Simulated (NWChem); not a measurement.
# AlCl2F; SMILES [Cl][Al]([Cl])[F]

### Question
Give the equilibrium geometry at PBE0/def2-SVP (NWChem) as an XYZ file, with the point group.

### Answer
point group C2v; any orientation.
```
4

Al     0.0000     0.0000     0.3352
F      0.0000     0.0000     1.9855
Cl    -1.8109     0.0000    -0.6728
Cl     1.8109     0.0000    -0.6728
```
